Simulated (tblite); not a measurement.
C5H7ClF2.
Atom-mapped SMILES: `[CH3:1][C@@H:2]([Cl:3])[C@@H:4]1[C@H:5]([F:6])[C@@H:7]1[F:8]` (hydrogens: H9, H10, H11 on C1; H12 on C2; H13 on C4; H14 on C5; H15 on C7)

The geometry is computed with GFN2-xTB (gas phase).

(1) What internal coordinates does the optimisation give?

Answers

(1) 
| bond | length (bohr) | order |
| --- | --- | --- |
| C1–C2 | 2.868 | single |
| C2–Cl3 | 3.399 | single |
| C2–C4 | 2.851 | single |
| C4–C5 | 2.847 | single |
| C5–F6 | 2.559 | single |
| C5–C7 | 2.836 | single |
| C7–F8 | 2.564 | single |
| C4–C7 | 2.849 | single |
| C1–H9, C1–H10, C1–H11 | 2.055 | single |
| C2–H12 | 2.065 | single |
| C4–H13 | 2.046 | single |
| C5–H14 | 2.047 | single |
| C7–H15 | 2.047 | single |

Bonds in one row agree within 0.02 bohr and their mean is given. Orders are formal, as drawn. A selection of angles:
| angle | degrees |
| --- | --- |
| C2–C1–H9 | 109.3 |
| C2–C1–H11 | 110.6 |
| H9–C1–H10 | 108.8 |
| C1–C2–Cl3 | 109.5 |
| C1–C2–C4 | 112.1 |
| C1–C2–H12 | 110.9 |
| Cl3–C2–C4 | 107.8 |
| Cl3–C2–H12 | 106.1 |
| C4–C2–H12 | 110.4 |
| C2–C4–C5 | 119.5 |
| C2–C4–C7 | 118.9 |
| C2–C4–H13 | 114.2 |
| C5–C4–C7 | 59.7 |
| C5–C4–H13 | 117.1 |
| C7–C4–H13 | 116.9 |
| C4–C5–F6 | 118.4 |
| C4–C5–C7 | 60.2 |
| C4–C5–H14 | 121.2 |
| F6–C5–C7 | 118.5 |
| F6–C5–H14 | 110.5 |
| C7–C5–H14 | 120.2 |
| C5–C7–F8 | 118.9 |
| C5–C7–H15 | 120.2 |
| F8–C7–H15 | 110.3 |
| C4–C7–C5 | 60.1 |
| C4–C7–F8 | 118.2 |
| C4–C7–H15 | 121.2 |

Torsions: C1–C2–C4–C5 149° (anticlinal); C2–C4–C5–F6 0° (synperiplanar); C4–C5–C7–F8 108° (anticlinal); C2–C4–C7–C5 109° (anticlinal).

The 3-membered ring C4–C5–C7 has internal angles of 59.7° to 60.2°. Of the pairs four or more bonds apart, F6···H12 is among the closest relative to their van der Waals radii: 2.49 Å, 93 % of the sum of Bondi's values.

Point group: C1 (no symmetry element, even within 0.4 Å). Its GFN2-xTB frequencies are all real (lowest 49 cm⁻¹). The numbers are those of one conformer. 3 starts were optimised and ended at 0.00, 0.00 and 5.94 kcal/mol (GFN2-xTB); the lowest of these is shown.
